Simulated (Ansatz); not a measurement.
`C[SiH2]C1CC1`, relaxed with RKS PBE0-D4/def2-TZVP in Ansatz from a PBE-D4/def2-SVP geometry. The force threshold is 0.005 eV/Å; the program also tests the step.

Total charge 0; spin multiplicity 1.

Start:

```xyz
15

C     0.123    2.146    1.032
Si    0.969    0.677    0.193
C    -0.256   -0.364   -0.777
C    -0.006   -1.847   -1.009
C    -1.091   -1.416   -0.060
H     0.846    2.741    1.625
H    -0.337    2.819    0.280
H    -0.679    1.797    1.714
H     1.593   -0.220    1.235
H     2.068    1.176   -0.714
H    -0.770    0.159   -1.603
H     0.909   -2.295   -0.587
H    -0.300   -2.270   -1.982
H    -2.141   -1.541   -0.371
H    -0.928   -1.563    1.021
```

(1) How much energy does the relaxation release, and in how many steps? (Estimate.)

(2) Which bonds change most? (An estimate is asked.)

(3) Give the relaxed structure. (An estimate is asked.)

Answers

(1) Computed: 6.38 kJ/mol, in 4 steps.

(2) The calculation gave: Si2–C3 from 1.878 to 1.855 Å; C1–Si2 from 1.891 to 1.871 Å; C4–H12 from 1.103 to 1.084 Å; C5–H14 from 1.102 to 1.083 Å.

(3) Computed: 
```xyz
15

C     0.126    2.129    1.024
Si    0.947    0.669    0.190
C    -0.262   -0.356   -0.772
C    -0.001   -1.824   -0.997
C    -1.081   -1.406   -0.060
H     0.847    2.706    1.607
H    -0.321    2.798    0.284
H    -0.667    1.793    1.697
H     1.560   -0.227    1.215
H     2.039    1.158   -0.701
H    -0.775    0.147   -1.588
H     0.901   -2.252   -0.575
H    -0.288   -2.245   -1.952
H    -2.109   -1.541   -0.372
H    -0.916   -1.549    1.002
```
